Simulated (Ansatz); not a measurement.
```xyz
16

C    -1.375   -0.314   -0.512
C    -0.340    0.455    0.290
C    -0.784    0.619    1.733
N     0.937   -0.247    0.260
Ge    1.777   -0.570   -1.348
H    -1.093   -0.397   -1.565
H    -1.487   -1.324   -0.111
H    -2.343    0.190   -0.473
H    -0.257    1.464   -0.153
H    -0.908   -0.361    2.203
H    -1.733    1.158    1.792
H    -0.045    1.182    2.311
H     1.581    0.152    0.931
H     1.152   -1.799   -2.027
H     3.252   -0.840   -1.013
H     1.664    0.633   -2.317
```

Total charge 0; spin multiplicity 1.

List the PBE0/def2-TZVPP orbital energies in eV (the Gaussian-basis code of Ansatz). (Estimate.)

Computed: Occupied: -10859.81, -1358.06, -1207.87, -1207.86, -1207.86, -390.81, -279.01, -277.80, -277.79, -170.81, -120.61, -120.59, -120.58, -33.49, -33.45, -33.43, -33.37, -33.36, -24.63, -20.98, -19.32, -16.26, -15.20, -13.62, -12.62, -12.03, -10.89, -10.51, -10.15, -10.03, -9.48, -9.33, -9.07, -6.65. Lowest empty: 0.61, 1.34, 1.68, 1.86, 2.13, 2.37, 2.53, 2.98.
